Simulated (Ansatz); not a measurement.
`NC1C[SiH2]1` → `CC[Si]N`  (isomerisation)

Gas-phase electronic energies from Ansatz, PBE0-D4/def2-TZVP geometries. CBS: MP2 limit from def2 TZ/QZ plus the TZ coupled-cluster correction, frozen cores. Functionals use def2-TZVPP. HSE06 is defined as in plane-wave codes. Each species was taken in one conformer, which may not be the lowest.

```
             level  ΔE (kcal/mol)  difference from CCSD(T)/CBS
         r2SCAN-D4          -30.1                          3.4
          HSE06-D4          -30.4                          3.1
           ωB97M-V          -34.0                         -0.5
               PBE          -30.5                          3.0
             HSE06          -30.2                          3.3
       HF/def2-SVP          -34.1                         -0.6
   CCSD/def2-TZVPP          -34.3                         -0.8
CCSD(T)/def2-TZVPP          -33.7                         -0.2
    MP2/def2-QZVPP          -31.7                          1.8
    CCSD/CBS(def2)          -34.0                         -0.5
       CCSD(T)/CBS          -33.5                            0
```

Task: What do rigid-rotor, harmonic-oscillator terms from PBE0-D4/def2-TZVP frequencies (298.15 K, 1 bar) make of the CCSD(T)/CBS value? (Estimate.)

Result: Computed: ΔZPE = +2.8 kcal/mol, ΔH = -30.3 kcal/mol, ΔS = 16 J/(mol·K), ΔG = -31.5 kcal/mol.

Largest T1 diagnostic among the species: 0.013.

Leaving LDA and LC-ωPBE aside and taking each functional with its dispersion term where it has one, the values, not all of them listed here, spread over 5.4 kcal/mol, from BLYP-D4 to r2SCAN-D4. LDA lies +2.0 kcal/mol from PBE without D4. At CCSD(T), def2-SVP lies +0.8 kcal/mol from the extrapolated value and def2-TZVPP −0.2 kcal/mol. In def2-TZVPP, CCSD(T) changes the Hartree–Fock value by +1.5 kcal/mol (the triples alone add +0.5 kcal/mol) and MP2 by +3.4 kcal/mol.
